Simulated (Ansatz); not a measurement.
The lowest singlet and triplet of C2HN (SMILES [CH]C#N); geometries from B3LYP-D3(BJ)/def2-TZVP, each state relaxed from the structure named, with no frequency check, low spin by broken symmetry.
Singlet (charge 0, multiplicity 1):
| atom | x (Å) | y (Å) | z (Å) |
|---|---|---|---|
| C | -1.1792 | 0.2102 | 0.2913 |
| C | 0.0848 | -0.0192 | -0.0182 |
| N | 1.2148 | -0.1259 | -0.3611 |
| H | -1.9367 | -0.2647 | 0.8890 |

| level | gap E(singlet) − E(triplet), vertical, at the singlet's geometry (eV) | cost |
|---|---|---|
| R-SVWN5/def2-TZVPP | 0.752 | ×0.8 |
| U-SVWN5/def2-TZVPP (spin-contaminated) | 0.367 | ×2 |
| U-PBE0/def2-TZVPP (spin-contaminated) | 0.395 | ×3 |
| R-BHLYP/def2-TZVPP | 1.015 | ×1 |
| U-BHLYP/def2-TZVPP (spin-contaminated) | 0.410 | ×2 |
| R-wB97X-V/def2-TZVPP | 0.805 | ×3 |
| U-wB97X-V/def2-TZVPP (spin-contaminated) | 0.362 | ×7 |
| U-wB97M-V/def2-TZVPP (spin-contaminated) | 0.463 | ×7 |
| R-B2PLYP/def2-TZVPP | 0.722 | ×1 |
| U-B2PLYP/def2-TZVPP (spin-contaminated) | 0.310 | ×3 |
| R-MP2/cc-pVTZ | 0.276 | - |
| R-MP2/cc-pVQZ | 0.211 | - |
| R-CCSD/cc-pVDZ | 1.024 | - |
| R-CCSD/cc-pVQZ | 0.907 | - |
| R-CCSDT(Q)/cc-pVDZ | 0.837 | ×30 |
| SA-CASSCF(6,6)/cc-pVTZ | 0.935 | - |
| SA-CASSCF(6,6)/cc-pVQZ | 0.926 | - |
| SC-NEVPT2 on SA-CASSCF(6,6)/cc-pVDZ | 0.841 | - |
| FIC-NEVPT4(SD) on SA-CASSCF(6,6)/cc-pVTZ | 0.753 | - |
| FIC-MRCISD+Q on SA-CASSCF(6,6)/cc-pVTZ | 0.748 | - |

The rows run from 0.211 (R-MP2/cc-pVQZ) to 1.024 eV (R-CCSD/cc-pVDZ). From cc-pVTZ to cc-pVQZ R-MP2 changes by -0.065. The 4 R-functionals in def2-TZVPP without D3 or D4 span 0.294, from R-B2PLYP to R-BHLYP.

A positive gap puts the triplet lower; no zero-point energy. R- takes a restricted singlet, here one determinant of a half-filled degenerate or near-degenerate pair, which mixes singlet states. U- takes an unrestricted singlet (broken symmetry where lower, unprojected). The triplet is unrestricted in single-reference levels. Active spaces average the two states.

Cores are frozen in the correlated methods.

Doubts at one or more of the structures used: a restricted determinant that unrestricted orbitals would lower (R-SVWN5/def2-TZVPP, R-BHLYP/def2-TZVPP, R-wB97X-V/def2-TZVPP, R-B2PLYP/def2-TZVPP, R-MP2/cc-pVTZ, R-MP2/cc-pVQZ, R-CCSD/cc-pVDZ, R-CCSD/cc-pVQZ, R-CCSDT(Q)/cc-pVDZ); a spin-contaminated determinant (R-MP2/cc-pVTZ, R-MP2/cc-pVQZ, R-CCSD/cc-pVDZ, R-CCSD/cc-pVQZ, R-CCSDT(Q)/cc-pVDZ).

The values were computed with Ansatz (an electronic-structure program). Values without a source in brackets are computed.

Costs are rough ratios of core time to R-PBE/def2-TZVPP (about 4 s over the structures, on one shared machine); a dash marks a level with no comparable run of its own.
